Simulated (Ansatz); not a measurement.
```yaml
crystal:
  periodic: [false, false, false]
  atoms:
    - {symbol: B, position_ang: [-2.148109, 0.419727, 0.953374]}
    - {symbol: O, position_ang: [-1.268425, -0.162794, 0.124243]}
    - {symbol: C, position_ang: [0.131723, 0.156886, 0.142349]}
    - {symbol: Si, position_ang: [0.607372, 0.888617, -1.536959]}
    - {symbol: Si, position_ang: [1.103289, -1.402608, 0.595998]}
    - {symbol: H, position_ang: [-3.288926, 0.077142, 0.850533]}
    - {symbol: H, position_ang: [-1.774643, 1.241478, 1.748376]}
    - {symbol: H, position_ang: [0.332433, 0.916717, 0.912029]}
    - {symbol: H, position_ang: [-0.221580, 2.093203, -1.802756]}
    - {symbol: H, position_ang: [2.044835, 1.266854, -1.498222]}
    - {symbol: H, position_ang: [0.385746, -0.113099, -2.609830]}
    - {symbol: H, position_ang: [0.640603, -1.905507, 1.915778]}
    - {symbol: H, position_ang: [2.547291, -1.055648, 0.668929]}
    - {symbol: H, position_ang: [0.895390, -2.450170, -0.435043]}
basis:
  gaussian: {orbitals: def2-SVP, final_grid: {core_spheres: 5, valence_spheres: 4, degree: 11}}
magnetization: {spin_polarized: true, initial_magnetization: 0}
hamiltonian: {xc: {name: PBE1PBE}}
accuracy: high
```

```sh
$ ansatz run in.yaml --threads 4 --pin off --events-out ev --progress --plain --max-ram 10444MiB
```

Output, abridged:

```
Error: YAML parse error: error: line 21 column 19: hamiltonian.xc: no functional is named "PBE1PBE"; the names, which are not case-sensitive, are SVWN5, SPW92, PBE, PBE0, PBEsol, revPBE, revPBE0, RPBE, rPW86-PBE, HSE06, wPBEh, LC-wPBE, HISS, HF, BLYP, B3LYP, B3LYP5, BHLYP, CAM-B3LYP, r2SCAN, r2SCANh, r2SCAN0, r2SCAN50, m-r2SCAN, B97, wB97, wB97X, wB97X-V, B97M-V, wB97M-V, B2PLYP, B2GP-PLYP, PBE0-DH, PBE-QIDH
19 |   gaussian: {orbitals: def2-SVP, final_grid: {core_spheres: 5, valence_spheres: 4, …
20 | magnetization: {spin_polarized: true, initial_magnetization: 0}
21 | hamiltonian: {xc: {name: PBE1PBE}}
22 | accuracy: high
```

Problem. What is wrong with this run?

Solution. The method's name isn't one that the program takes here. The program refused the input.

HSE06 is defined as in plane-wave codes.
